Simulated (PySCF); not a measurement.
H₃NbO₃, neutral, multiplicity 3. Atoms are numbered in the order given.

```xyz
7

Nb     0.0045     0.0848     0.0000
O     -0.0103     0.7152    -1.7820
H     -0.0533     1.1549    -2.6329
O      0.0982    -1.8532     0.0000
H     -0.6992    -2.4044     0.0000
O     -0.0103     0.7152     1.7820
H     -0.0533     1.1549     2.6329
```
Charge 0, spin multiplicity 3.

Coordinates come from a B3LYP-D3(BJ)/def2-SVP optimisation. The spin state was assumed, not searched. The def2 effective core potentials stand for the cores of Nb; spin–orbit coupling is left out. The values are those of a single conformer.

Computed with PySCF with TDA-M06-2X/def2-SVPD.

Vertical excitations. 

**Question.** Give excitation energies, oscillator strengths and character. (The exact figures need the calculation; the answer reports its results.)

**Answer.** 
| state | energy (eV) | λ (nm) | f | main pairs |
|---|---|---|---|---|
| root 1 | 0.79 | 1561 | 0.000 | α HOMO→LUMO 97 % |
| root 2 | 1.59 | 778 | 0.000 | α HOMO−1→LUMO 98 % |
| root 3 | 2.13 | 583 | 0.000 | α HOMO→LUMO+6 83 % |
| root 4 | 2.23 | 556 | 0.002 | α HOMO→LUMO+4 38 %, α HOMO→LUMO+1 24 %, α HOMO→LUMO+5 24 %, α HOMO→LUMO+8 7 % |
| root 5 | 3.19 | 389 | 0.002 | α HOMO−1→LUMO+6 83 %, α HOMO−1→LUMO+3 13 % |
| root 6 | 3.27 | 379 | 0.008 | α HOMO−1→LUMO+4 41 %, α HOMO−1→LUMO+5 24 %, α HOMO−1→LUMO+1 22 %, α HOMO−1→LUMO+8 7 % |
| root 7 | 3.58 | 347 | 0.000 | β HOMO→LUMO 98 % |
| root 8 | 3.88 | 319 | 0.010 | α HOMO→LUMO+2 50 %, α HOMO→LUMO+1 33 % |
| root 9 | 4.09 | 303 | 0.009 | α HOMO→LUMO+1 33 %, α HOMO→LUMO+4 28 %, α HOMO→LUMO+2 27 %, α HOMO→LUMO+13 5 % |
| root 10 | 4.32 | 287 | 0.002 | β HOMO−1→LUMO 81 % |
Unrestricted roots are not spin-pure.
